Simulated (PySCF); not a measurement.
## Spin-orbit coupling and the second ionisation energy along the 3d series

Two-component X2C-1e calculated with PySCF 2.14: MP2 on generalised Hartree-Fock spinors (GMP2), with spin-orbit coupling off and on (screened by Boettger's factors); no Breit or QED terms. Values in eV; the references (NIST) lie between the lowest levels. Elements whose determinants are no pure J levels are left out.

```json
{"element": "Mn (x2c-QZVPPall-2c, [Ne] frozen)", "configurations": "[Ar] 3d5 4s1 → [Ar] 3d5", "spin-free": "15.652", "with spin-orbit": "15.652", "shift": "0.000", "reference": "15.640"}
{"element": "Fe (x2c-QZVPPall-2c, [Ne] frozen)", "configurations": "[Ar] 3d6 4s1 → [Ar] 3d6", "spin-free": "16.199", "with spin-orbit": "16.199", "shift": "-0.001", "reference": "16.199"}
{"element": "Ni (x2c-QZVPPall-2c, [Ne] frozen)", "configurations": "[Ar] 3d9 → [Ar] 3d8", "spin-free": "19.022", "with spin-orbit": "18.969", "shift": "-0.053", "reference": "18.169"}
{"element": "Cu (x2c-QZVPPall-2c, [Ne] frozen)", "configurations": "[Ar] 3d10 → [Ar] 3d9", "spin-free": "21.456", "with spin-orbit": "21.346", "shift": "-0.110", "reference": "20.292"}
{"element": "Zn (x2c-QZVPPall-2c, [Ne] frozen)", "configurations": "[Ar] 3d10 4s1 → [Ar] 3d10", "spin-free": "17.995", "with spin-orbit": "17.995", "shift": "0.000", "reference": "17.964"}
```

Q: Estimate the missing row, Co (x2c-QZVPPall-2c, [Ne] frozen).

A: The calculation gives spin-free 17.623; with spin-orbit 17.611; shift -0.013. The reference value is 17.084.

The largest shift is at Cu, -0.110 eV, where spin-orbit coupling lowers the species with fewer electrons by more than the one with more (starting occupations closed and 3d3/2^4 3d5/2^5).

What remains against the references is mostly the basis and correlation beyond MP2.
